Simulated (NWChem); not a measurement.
Everything below was run with NWChem. System: O2Se, charge -1, spin multiplicity 2, at the geometry of a parent with another charge or spin, in a state set for the comparison that need not be this species' ground state. Its SCF solution wasn't tested for a lower state. Level: UHF/def2-TZVPD.

Output (cleaned and shortened):

```
             Northwest Computational Chemistry Package (NWChem) 7.3.0
             --------------------------------------------------------

                                NWChem Input Module
                                -------------------

 Scaling coordinates for geometry "geometry" by  1.889725989
 (inverse scale =  0.529177249)

 Turning off AUTOSYM since
 SYMMETRY directive was detected!

                             Geometry "geometry" -> ""
                             -------------------------

 Output coordinates in angstroms (scale by  1.889725989 to convert to a.u.)

  No.       Tag          Charge          X              Y              Z
 ---- ---------------- ---------- -------------- -------------- --------------
    1 O                    8.0000     1.35233100     0.00000000     0.58518800
    2 Se                  34.0000     0.00000000     0.00000000    -0.27538300
    3 O                    8.0000    -1.35233100     0.00000000     0.58518800

 Effective nuclear repulsion energy (a.u.)     192.1133326348

            Nuclear Dipole moment (a.u.)
            ----------------------------
        X                 Y               Z
 ---------------- ---------------- ----------------
     0.0000000000     0.0000000000    -0.0000264562

      Symmetry information
      --------------------

 Group name             C2v
 Group number             16
 Group order               4
 No. of unique centers     2

      Symmetry unique atoms

     1    2


 Summary of "ao basis" -> "" (spherical)
 ------------------------------------------------------------------------------
       Tag                 Description            Shells   Functions and Types
 ---------------- ------------------------------  ------  ---------------------
 *                         def2-tzvpd                 on all atoms

 Summary of "ao basis" -> "ao basis" (spherical)
 ------------------------------------------------------------------------------
       Tag                 Description            Shells   Functions and Types
 ---------------- ------------------------------  ------  ---------------------
 O                         def2-tzvpd               14       40   6s4p3d1f
 Se                        def2-tzvpd               19       57   7s6p5d1f

                                 NWChem SCF Module
                                 -----------------

  ao basis        = "ao basis"
  functions       =   137
  atoms           =     3
  alpha electrons =    26
  beta  electrons =    25
  charge          =  -1.00
  wavefunction    = UHF
  use symmetry    = T
  symmetry adapt  = T

 Summary of "ao basis" -> "ao basis" (spherical)
 ------------------------------------------------------------------------------
       Tag                 Description            Shells   Functions and Types
 ---------------- ------------------------------  ------  ---------------------
 O                         def2-tzvpd               14       40   6s4p3d1f
 Se                        def2-tzvpd               19       57   7s6p5d1f

      Symmetry analysis of basis
      --------------------------

        a1         52
        a2         19
        b1         40
        b2         26

 Forming initial guess at       0.1s

   Symmetry analysis of molecular orbitals - initial alpha
   -------------------------------------------------------

  Numbering of irreducible representations:

     1 a1          2 a2          3 b1          4 b2

  Orbital symmetries:

     1 a1          2 a1          3 b2          4 b1          5 a1
     6 b1          7 a1          8 a1          9 b1         10 b2
    11 a1         12 a1         13 b1         14 a2         15 b2
    16 a1         17 a1         18 b1         19 a1         20 b1
    21 b2         22 a1         23 a2         24 b1         25 a1
    26 b2         27 a1         28 b2         29 b1         30 a1
    31 b1         32 a1         33 a1         34 a2         35 b1
    36 a1

   Symmetry analysis of molecular orbitals - initial beta
   ------------------------------------------------------

  Numbering of irreducible representations:

     1 a1          2 a2          3 b1          4 b2

  Orbital symmetries:

     1 a1          2 a1          3 b1          4 a1          5 b2
[...]
    89      0.622980  2 Se d  1              18     -0.215168  1 O  pz
   115      0.215168  3 O  pz                16      0.179304  1 O  px
   113      0.179304  3 O  px                13     -0.165290  1 O  px

 Vector   29  Occ=0.000000D+00  E= 1.827871D-01  Symmetry=b2
              MO Center=  4.3D-17,  4.2D-15, -8.1D-01, r^2= 2.0D+01
   Bfn.  Coefficient  Atom+Function         Bfn.  Coefficient  Atom+Function
  ----- ------------  ---------------      ----- ------------  ---------------
    64      2.009966  2 Se py                17     -0.782060  1 O  py
   114     -0.782060  3 O  py                87      0.324625  2 Se d -1

                     UHF Final Beta Molecular Orbital Analysis
                     -----------------------------------------

 Vector   23  Occ=1.000000D+00  E=-2.319347D-01  Symmetry=b1
              MO Center= -7.4D-15,  3.0D-18,  5.0D-01, r^2= 2.6D+00
   Bfn.  Coefficient  Atom+Function         Bfn.  Coefficient  Atom+Function
  ----- ------------  ---------------      ----- ------------  ---------------
     7      0.249978  1 O  px               104      0.249978  3 O  px
    10      0.227600  1 O  px               107      0.227600  3 O  px
     9     -0.194640  1 O  pz               106      0.194640  3 O  pz
    12     -0.179641  1 O  pz               109      0.179641  3 O  pz
    13      0.163169  1 O  px               110      0.163169  3 O  px

 Vector   24  Occ=1.000000D+00  E=-1.874670D-01  Symmetry=a1
              MO Center=  9.7D-13,  3.0D-16,  3.8D-02, r^2= 2.7D+00
   Bfn.  Coefficient  Atom+Function         Bfn.  Coefficient  Atom+Function
  ----- ------------  ---------------      ----- ------------  ---------------
    46      0.271378  2 Se s                 59     -0.262611  2 Se pz
     9      0.257815  1 O  pz               106      0.257815  3 O  pz
    12      0.238372  1 O  pz               109      0.238372  3 O  pz
    53      0.176144  2 Se pz                15      0.169475  1 O  pz
   112      0.169475  3 O  pz                45      0.168135  2 Se s

 Vector   25  Occ=1.000000D+00  E=-1.864202D-01  Symmetry=a2
              MO Center=  5.0D-15,  2.1D-15,  5.1D-01, r^2= 2.6D+00
   Bfn.  Coefficient  Atom+Function         Bfn.  Coefficient  Atom+Function
  ----- ------------  ---------------      ----- ------------  ---------------
     8      0.290103  1 O  py               105     -0.290103  3 O  py
    11      0.270340  1 O  py               108     -0.270340  3 O  py
    14      0.228802  1 O  py               111     -0.228802  3 O  py

 Vector   26  Occ=0.000000D+00  E= 1.742919D-01  Symmetry=a1
              MO Center=  9.2D-16,  1.6D-18, -2.3D+00, r^2= 1.6D+01
   Bfn.  Coefficient  Atom+Function         Bfn.  Coefficient  Atom+Function
  ----- ------------  ---------------      ----- ------------  ---------------
    65      2.151852  2 Se pz                18     -0.968160  1 O  pz
   115     -0.968160  3 O  pz                46     -0.602245  2 Se s
    88      0.561736  2 Se d  0               5      0.271771  1 O  s
   102      0.271771  3 O  s                 47     -0.227003  2 Se s
    90     -0.178273  2 Se d  2

 Vector   27  Occ=0.000000D+00  E= 1.795074D-01  Symmetry=b2
              MO Center=  1.9D-16,  9.7D-17, -8.8D-01, r^2= 1.9D+01
   Bfn.  Coefficient  Atom+Function         Bfn.  Coefficient  Atom+Function
  ----- ------------  ---------------      ----- ------------  ---------------
    64      1.975596  2 Se py                17     -0.798428  1 O  py
   114     -0.798428  3 O  py                87      0.288102  2 Se d -1

 Vector   28  Occ=0.000000D+00  E= 1.819293D-01  Symmetry=b1
              MO Center= -5.8D-16, -2.4D-15, -6.5D-01, r^2= 2.2D+01
   Bfn.  Coefficient  Atom+Function         Bfn.  Coefficient  Atom+Function
  ----- ------------  ---------------      ----- ------------  ---------------
     6      2.270798  1 O  s                103     -2.270798  3 O  s
    63     -2.196579  2 Se px                60     -1.156792  2 Se px
    89      0.622036  2 Se d  1              18     -0.215423  1 O  pz
   115      0.215423  3 O  pz                16      0.180518  1 O  px
   113      0.180518  3 O  px                13     -0.161703  1 O  px

 center of mass
 --------------
 x =   0.00000000 y =   0.00000000 z =  -0.05133237

 moments of inertia (a.u.)
 ------------------
          60.200106494952           0.000000000000           0.000000000000
           0.000000000000         269.117921589723           0.000000000000
           0.000000000000           0.000000000000         208.917815094772

  Mulliken analysis of the total density
  --------------------------------------

    Atom       Charge   Shell Charges
 -----------   ------   -------------------------------------------------------
    1 O    8     8.79   0.79  1.18  0.57  0.97  0.36  0.02  1.80  2.03  0.98  0.06  0.00  0.02 -0.01  0.00
    2 Se  34    33.42   2.00  2.00  1.16  0.78  0.97  0.83  0.10  6.00  5.93  0.91  1.66  0.53  0.02  8.99  1.06  0.16  0.23  0.02  0.08
    3 O    8     8.79   0.79  1.18  0.57  0.97  0.36  0.02  1.80  2.03  0.98  0.06  0.00  0.02 -0.01  0.00

  Mulliken analysis of the alpha density
  --------------------------------------

    Atom       Charge   Shell Charges
 -----------   ------   -------------------------------------------------------
    1 O    8     4.47   0.40  0.59  0.29  0.49  0.18  0.01  0.97  1.07  0.46  0.01  0.00  0.01 -0.02  0.00
    2 Se  34    17.07   1.00  1.00  0.58  0.39  0.49  0.42  0.04  3.00  2.97  0.51  0.98  0.39  0.03  4.49  0.53  0.08  0.11  0.01  0.04
    3 O    8     4.47   0.40  0.59  0.29  0.49  0.18  0.01  0.97  1.07  0.46  0.01  0.00  0.01 -0.02  0.00

   Mulliken analysis of the beta density
   -------------------------------------

    Atom       Charge   Shell Charges
 -----------   ------   -------------------------------------------------------
    1 O    8     4.33   0.40  0.59  0.28  0.48  0.19  0.01  0.83  0.96  0.51  0.05  0.00  0.01  0.00  0.00
    2 Se  34    16.35   1.00  1.00  0.58  0.39  0.48  0.41  0.06  3.00  2.96  0.39  0.67  0.14 -0.00  4.50  0.53  0.08  0.11  0.01  0.04
    3 O    8     4.33   0.40  0.59  0.28  0.48  0.19  0.01  0.83  0.96  0.51  0.05  0.00  0.01  0.00  0.00

   Mulliken analysis of the spin density
   -------------------------------------

    Atom       Charge   Shell Charges
 -----------   ------   -------------------------------------------------------
    1 O    8     0.14   0.00 -0.00  0.01  0.01 -0.01  0.00  0.14  0.10 -0.05 -0.04 -0.00 -0.00 -0.02 -0.00
    2 Se  34     0.72  -0.00  0.00  0.00 -0.00  0.01  0.01 -0.02  0.00  0.00  0.12  0.31  0.25  0.03 -0.00  0.00  0.00 -0.00 -0.00 -0.00
    3 O    8     0.14   0.00 -0.00  0.01  0.01 -0.01  0.00  0.14  0.10 -0.05 -0.04 -0.00 -0.00 -0.02 -0.00

       Multipole analysis of the density wrt the origin
       ------------------------------------------------

     L   x y z        total         alpha         beta         nuclear
     -   - - -        -----         -----         ----         -------
     0   0 0 0     -1.000000    -26.000000    -25.000000     50.000000

     1   1 0 0     -0.000000      0.000000     -0.000000      0.000000
     1   0 1 0     -0.000000     -0.000000     -0.000000      0.000000
     1   0 0 1     -1.141298     -0.462045     -0.679226     -0.000026

     2   2 0 0    -32.509244    -70.019693    -66.981700    104.492149
     2   1 1 0      0.000000      0.000000      0.000000      0.000000
     2   1 0 1      0.000000      0.000000      0.000000      0.000000
     2   0 2 0    -23.504135    -13.257316    -10.246818      0.000000
     2   0 1 1     -0.000000     -0.000000     -0.000000      0.000000
     2   0 0 2    -25.851087    -28.144294    -26.480775     28.773983

 Task  times  cpu:        4.6s     wall:        4.6s

 Total times  cpu:        4.6s     wall:        4.6s
```

### Question
Write an NWChem input that would produce this output.

### Answer
Several could match; the one computed here: 
```
start mol
memory heap 200 mb stack 900 mb global 1100 mb
charge -1
geometry units angstroms nocenter noautoz
  O      1.352331     0.000000     0.585188
  Se     0.000000     0.000000    -0.275383
  O     -1.352331     0.000000     0.585188
  symmetry group C2v
end
basis spherical
  * library def2-tzvpd
end
scf
  uhf
  nopen 1
  maxiter 100
  thresh 1e-7
  semidirect memsize 60000000 filesize 0
  # guess.movecs holds the orbitals of an unrestricted PBE0 run
  vectors input guess.movecs output mol.movecs
end
task scf energy
```
